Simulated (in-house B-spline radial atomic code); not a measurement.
Orbital energies and mean radii along the 23-electron series, configuration [Ar] 3d5. The effective charge is n√(-2ε), a non-relativistic measure. Computed with a B-spline radial code for spherical atoms: non-relativistic Hartree-Fock, average of the configuration, point nuclei.

This level leaves out relativity, spin-orbit splitting included, which matters for heavy ions.

```json
{"ion": "Pd23+", "Z": "46", "energy of 3d (Eh)": "-42.145", "mean radius of 3d (bohr)": "0.32131", "energy of 3s (Eh)": "-51.835", "mean radius of 3s (bohr)": "0.36867", "energy of 3p (Eh)": "-48.052", "mean radius of 3p (bohr)": "0.35794", "effective charge of 3d": "27.543"}
{"ion": "Ag24+", "Z": "47", "energy of 3d (Eh)": "-45.342", "mean radius of 3d (bohr)": "0.3115", "energy of 3s (Eh)": "-55.336", "mean radius of 3s (bohr)": "0.35883", "energy of 3p (Eh)": "-51.434", "mean radius of 3p (bohr)": "0.3479", "effective charge of 3d": "28.568"}
{"ion": "Cd25+", "Z": "48", "energy of 3d (Eh)": "-48.65", "mean radius of 3d (bohr)": "0.30229", "energy of 3s (Eh)": "-58.948", "mean radius of 3s (bohr)": "0.3495", "energy of 3p (Eh)": "-54.927", "mean radius of 3p (bohr)": "0.33841", "effective charge of 3d": "29.592"}
{"ion": "In26+", "Z": "49", "energy of 3d (Eh)": "-52.07", "mean radius of 3d (bohr)": "0.29362", "energy of 3s (Eh)": "-62.672", "mean radius of 3s (bohr)": "0.34064", "energy of 3p (Eh)": "-58.531", "mean radius of 3p (bohr)": "0.32943", "effective charge of 3d": "30.615"}
{"ion": "Sn27+", "Z": "50", "energy of 3d (Eh)": "-55.602", "mean radius of 3d (bohr)": "0.28545", "energy of 3s (Eh)": "-66.508", "mean radius of 3s (bohr)": "0.33222", "energy of 3p (Eh)": "-62.248", "mean radius of 3p (bohr)": "0.32092", "effective charge of 3d": "31.636"}
{"ion": "Sb28+", "Z": "51", "energy of 3d (Eh)": "-59.245", "mean radius of 3d (bohr)": "0.27772", "energy of 3s (Eh)": "-70.455", "mean radius of 3s (bohr)": "0.32421", "energy of 3p (Eh)": "-66.075", "mean radius of 3p (bohr)": "0.31284", "effective charge of 3d": "32.656"}
{"ion": "Te29+", "Z": "52", "energy of 3d (Eh)": "-63", "mean radius of 3d (bohr)": "0.27042", "energy of 3s (Eh)": "-74.514", "mean radius of 3s (bohr)": "0.31658", "energy of 3p (Eh)": "-70.015", "mean radius of 3p (bohr)": "0.30515", "effective charge of 3d": "33.675"}
{"ion": "I30+", "Z": "53", "energy of 3d (Eh)": "-66.867", "mean radius of 3d (bohr)": "0.26349", "energy of 3s (Eh)": "-78.684", "mean radius of 3s (bohr)": "0.3093", "energy of 3p (Eh)": "-74.065", "mean radius of 3p (bohr)": "0.29784", "effective charge of 3d": "34.693"}
{"ion": "Xe31+", "Z": "54", "energy of 3d (Eh)": "-70.845", "mean radius of 3d (bohr)": "0.25692", "energy of 3s (Eh)": "-82.966", "mean radius of 3s (bohr)": "0.30235", "energy of 3p (Eh)": "-78.227", "mean radius of 3p (bohr)": "0.29087", "effective charge of 3d": "35.71"}
{"ion": "Cs32+", "Z": "55", "energy of 3d (Eh)": "-74.935", "mean radius of 3d (bohr)": "0.25067", "energy of 3s (Eh)": "-87.359", "mean radius of 3s (bohr)": "0.2957", "energy of 3p (Eh)": "-82.501", "mean radius of 3p (bohr)": "0.28422", "effective charge of 3d": "36.726"}
{"ion": "Ba33+", "Z": "56", "energy of 3d (Eh)": "-79.136", "mean radius of 3d (bohr)": "0.24473", "energy of 3s (Eh)": "-91.864", "mean radius of 3s (bohr)": "0.28934", "energy of 3p (Eh)": "-86.886", "mean radius of 3p (bohr)": "0.27787", "effective charge of 3d": "37.742"}
{"ion": "La34+", "Z": "57", "energy of 3d (Eh)": "-83.449", "mean radius of 3d (bohr)": "0.23906", "energy of 3s (Eh)": "-96.479", "mean radius of 3s (bohr)": "0.28325", "energy of 3p (Eh)": "-91.382", "mean radius of 3p (bohr)": "0.2718", "effective charge of 3d": "38.757"}
{"ion": "Ce35+", "Z": "58", "energy of 3d (Eh)": "-87.873", "mean radius of 3d (bohr)": "0.23365", "energy of 3s (Eh)": "-101.21", "mean radius of 3s (bohr)": "0.27741", "energy of 3p (Eh)": "-95.99", "mean radius of 3p (bohr)": "0.26599", "effective charge of 3d": "39.771"}
{"ion": "Pr36+", "Z": "59", "energy of 3d (Eh)": "-92.409", "mean radius of 3d (bohr)": "0.22849", "energy of 3s (Eh)": "-106.05", "mean radius of 3s (bohr)": "0.27181", "energy of 3p (Eh)": "-100.71", "mean radius of 3p (bohr)": "0.26042", "effective charge of 3d": "40.784"}
{"ion": "Nd37+", "Z": "60", "energy of 3d (Eh)": "-97.056", "mean radius of 3d (bohr)": "0.22356", "energy of 3s (Eh)": "-111", "mean radius of 3s (bohr)": "0.26643", "energy of 3p (Eh)": "-105.54", "mean radius of 3p (bohr)": "0.25509", "effective charge of 3d": "41.797"}
{"ion": "Pm38+", "Z": "61", "energy of 3d (Eh)": "-101.81", "mean radius of 3d (bohr)": "0.21883", "energy of 3s (Eh)": "-116.06", "mean radius of 3s (bohr)": "0.26126", "energy of 3p (Eh)": "-110.48", "mean radius of 3p (bohr)": "0.24996", "effective charge of 3d": "42.81"}
{"ion": "Sm39+", "Z": "62", "energy of 3d (Eh)": "-106.68", "mean radius of 3d (bohr)": "0.21431", "energy of 3s (Eh)": "-121.23", "mean radius of 3s (bohr)": "0.25628", "energy of 3p (Eh)": "-115.53", "mean radius of 3p (bohr)": "0.24504", "effective charge of 3d": "43.821"}
{"ion": "Eu40+", "Z": "63", "energy of 3d (Eh)": "-111.67", "mean radius of 3d (bohr)": "0.20996", "energy of 3s (Eh)": "-126.51", "mean radius of 3s (bohr)": "0.25149", "energy of 3p (Eh)": "-120.7", "mean radius of 3p (bohr)": "0.24032", "effective charge of 3d": "44.833"}
{"ion": "Gd41+", "Z": "64", "energy of 3d (Eh)": "-116.76", "mean radius of 3d (bohr)": "0.2058", "energy of 3s (Eh)": "-131.91", "mean radius of 3s (bohr)": "0.24688", "energy of 3p (Eh)": "-125.97", "mean radius of 3p (bohr)": "0.23577", "effective charge of 3d": "45.844"}
{"ion": "Tb42+", "Z": "65", "energy of 3d (Eh)": "-121.96", "mean radius of 3d (bohr)": "0.2018", "energy of 3s (Eh)": "-137.41", "mean radius of 3s (bohr)": "0.24244", "energy of 3p (Eh)": "-131.36", "mean radius of 3p (bohr)": "0.23139", "effective charge of 3d": "46.854"}
{"ion": "Dy43+", "Z": "66", "energy of 3d (Eh)": "-127.28", "mean radius of 3d (bohr)": "0.19795", "energy of 3s (Eh)": "-143.03", "mean radius of 3s (bohr)": "0.23815", "energy of 3p (Eh)": "-136.86", "mean radius of 3p (bohr)": "0.22717", "effective charge of 3d": "47.864"}
{"ion": "Ho44+", "Z": "67", "energy of 3d (Eh)": "-132.7", "mean radius of 3d (bohr)": "0.19425", "energy of 3s (Eh)": "-148.76", "mean radius of 3s (bohr)": "0.23401", "energy of 3p (Eh)": "-142.47", "mean radius of 3p (bohr)": "0.2231", "effective charge of 3d": "48.874"}
```

How does the screening of 3d change?

Z less the effective charge goes from 18.46 at Z = 46 to 18.13 at Z = 67.
